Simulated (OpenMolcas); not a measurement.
# Ni V: CASPT2 settings compared

```
Program             : OpenMolcas 26.06
Basis               : ANO-RCC-VTZP [6s5p3d2f1g]
Scalar Hamiltonian  : DKH2, point nucleus
Active space        : 6 electrons in 5 orbitals (3d)
State averaging     : 2S+1 = 5 even, 5 roots; 2S+1 = 3 even, 45 roots (30 in the spin-orbit step); 2S+1 = 1 even, 50 roots (22 in the spin-orbit step)
Spin-orbit coupling : RASSI with atomic mean-field integrals over the reference wave functions, term energies averaged over their components
```

Methods on the same reference wave functions:
A. CASSCF
B. SS-CASPT2, IPEA 0.1 Eh, real shift 0.2 Eh (closed shells correlated: none)
C. XMS-CASPT2, IPEA 0.35 Eh, real shift 0.05 Eh (closed shells correlated: 3s 3p)
D. XMS-CASPT2, IPEA 0.6 Eh, real shift 0.05 Eh (closed shells correlated: none)

Energies in cm⁻¹ above 3d⁶ ⁵D₄, the measured ground level; measured values from Corliss and Sugar, J. Phys. Chem. Ref. Data 10, 197 (1981).

```
  Level      A      B      C      D  Measured
3d⁶ ⁵D₄    0.0    0.0    0.0    0.0       0.0
3d⁶ ⁵D₃    866    869    871    868       890
3d⁶ ⁵D₂   1460   1460   1459   1460      1490
3d⁶ ⁵D₁   1834   1832   1828   1832      1872
3d⁶ ⁵D₀   2016   2010   2010   2010      2058
3d⁶ ³H₆  29510  29030  28340  29440     27111
3d⁶ ³H₅  29931  29420  28740  29840     27578
3d⁶ ³H₄  30231  29680  29000  30110     27859
3d⁶ ³P₂  32210  29320  27260  29860     26153
3d⁶ ³F₄  33727  31510  30590  32220     29124
3d⁶ ³F₃  34213  31950  31020  32680     29571
3d⁶ ³P₁  34655  31770  29710  32300     28698
3d⁶ ³F₂  34662  32380  31430  33110     29899
3d⁶ ³P₀  35880  33000  30940  33530     29640
3d⁶ ³G₅  37244  35420  34850  36090     33256
```

Deviations, from unrounded energies. A percentage is the sum of absolute deviations over the sum of measured energies, with the sign that they share, or ± where signs differ.

```tsv
Against measurement	Levels	A	B	C	D
mean absolute deviation (cm-1)	14	3100	1800	940	2200
fine structure of the ground term (%)	4	-2.1	-2.2	-2.3	-2.2
other terms of the ground configuration (%)	10	+15.0	+8.5	+4.5	+10.5
```

C lies closest to measurement on these levels and A furthest from it. The largest miss of C in the table is 3d⁶ ³G₅, by +1600 cm-1. The ranking rests on the paired levels alone, and a cruder setting can come out closer through cancelling errors.

Among B to D the level of the table that moves most is 3d⁶ ³P₂, by 2600 cm-1 (lowest in C, highest in D). Moves below CASPT2's spread within the term are not significant.

From A to B the spin-free energies of the other terms of 3d⁶ shown, above ⁵D, scale by factors of 0.91 to 0.98.

The lowest spin-free term lies below A's lowest term by 0.125 hartree in B, 0.459 hartree in C, 0.124 hartree in D.

CASPT2 does not keep the components of a term degenerate, so their means are used; among the terms shown or strongly mixed into the levels shown the widest spread is 990 cm-1 (3d⁶ ³H, C). Some high roots are left out of the spin-orbit mixing, which shifts the levels that they would mix with. Without dynamic correlation excited terms often stand tens of per cent too high (terms of higher spin than the ground term too low), and those without a measured partner can miss by more than the paired ones (holds for A). Some levels mix across a computed gap that differs much from the measured one, so their mixing is not that of the real levels (holds for B; D). The CASPT2 spread within a term exceeds the gap to the next term for 3d⁶ ³P and 3d⁶ ³H, so the order of their levels is uncertain (holds for C). Computed and measured levels are paired by configuration, term and J; levels that our copy of the source lacks, or whose pairing is in doubt (as where it misses far off the trend of its configuration), stay unpaired and out of the deviations. Levels of configurations outside the active space are missing. Levels that lie high or do not pair safely by name in every column are left out.
